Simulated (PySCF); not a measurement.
Job file and geometry (Å, from PBE0-D3(BJ)/def2-SVP) of an NMR shielding run on SMILES C[Si]1(C#N)C[SiH2]C1, C4H9NSi2, PySCF 2.14.0, density-fitted response routines, GIAO HF/pcSseg-1 NMR shielding, non-relativistic, gas phase; density fitting, a coarse starting grid and PySCF grid level 2 are the driver's defaults:

```
$ OMP_NUM_THREADS=1 python probes_run.py task.json out

{"job": {"kind": "nmr", "xc": "HF", "basis": "pcSseg-1", "pop": false}, "charge": 0, "multiplicity": 1}
C      1.990116    -0.935961     0.093986
Si     0.537033     0.204776    -0.167189
C      1.176648     1.791201    -0.921216
N      1.560909     2.782037    -1.386814
C     -0.926085    -0.467696    -1.165835
Si    -2.023305    -0.147937     0.363878
C     -0.550744     0.578313     1.338619
H      2.729916    -0.475946     0.766562
H      1.652666    -1.882129     0.545183
H      2.483838    -1.165271    -0.862628
H     -0.834139    -1.519897    -1.475931
H     -1.189326     0.129572    -2.052112
H     -3.137081     0.818219     0.125821
H     -2.575359    -1.398488     0.969410
H     -0.642940     1.647842     1.581182
H     -0.275007     0.038558     2.257399
```

Problem. What does the program print?

Solution. 
```
final grid: 128024 points
cycle   1  E = -788.8782313937  dE =  9.321e-01  |g| = 5.282e-01  |ddm| = 3.519e+00
cycle   2  E = -788.9494460843  dE = -7.121e-02  |g| = 3.854e-01  |ddm| = 7.404e-01
cycle   3  E = -788.9806063342  dE = -3.116e-02  |g| = 9.807e-02  |ddm| = 2.832e-01
cycle   4  E = -788.9839878814  dE = -3.382e-03  |g| = 1.634e-02  |ddm| = 1.318e-01
cycle   5  E = -788.9840786187  dE = -9.074e-05  |g| = 4.080e-03  |ddm| = 2.392e-02
cycle   6  E = -788.9840865315  dE = -7.913e-06  |g| = 1.558e-03  |ddm| = 7.597e-03
cycle   7  E = -788.9840873201  dE = -7.886e-07  |g| = 4.360e-04  |ddm| = 2.218e-03
cycle   8  E = -788.9840873810  dE = -6.090e-08  |g| = 9.725e-05  |ddm| = 5.823e-04
cycle   9  E = -788.9840873865  dE = -5.554e-09  |g| = 3.112e-05  |ddm| = 1.893e-04
cycle  10  E = -788.9840873876  dE = -1.066e-09  |g| = 1.834e-05  |ddm| = 5.238e-05
cycle  11  E = -788.9840873882  dE = -5.855e-10  |g| = 7.893e-06  |ddm| = 4.520e-05
converged SCF energy = -788.9840873882

GIAO shielding tensors (ppm)
atom      isotropic    diamagn.    paramagn.     s11        s22        s33       span
  0 C      189.999     254.406     -64.407    185.654    189.515    194.829      9.174
  1 Si     400.448     877.303    -476.855    350.807    415.950    434.588     83.781
  2 C       55.448     264.762    -209.313    -67.841    -66.858    301.044    368.884
  3 N     -115.244     336.935    -452.179   -314.407   -306.658    275.335    589.742
  4 C      196.754     261.259     -64.505    187.084    195.824    207.355     20.271
  5 Si     428.505     876.146    -447.641    412.219    414.942    458.355     46.136
  6 C      196.712     261.278     -64.566    187.065    195.717    207.352     20.287
  7 H       31.078      29.401       1.678     26.621     28.123     38.491     11.870
  8 H       31.332      31.397      -0.065     26.745     29.217     38.032     11.287
  9 H       31.078      29.392       1.686     26.626     28.105     38.502     11.876
 10 H       31.520      32.083      -0.563     27.310     28.088     39.162     11.852
 11 H       31.124      31.467      -0.342     26.948     27.711     38.714     11.766
 12 H       27.144      28.726      -1.583     23.831     24.741     32.859      9.028
 13 H       27.267      28.879      -1.612     23.958     24.856     32.988      9.030
 14 H       31.125      31.487      -0.362     26.944     27.726     38.704     11.759
 15 H       31.521      32.100      -0.579     27.318     28.093     39.153     11.835
```

Size and cost of the density-fitted run: 178 basis functions, 19 s wall time on 1 thread of an Arm Neoverse N1, shared host; peak memory 0.86 GiB.
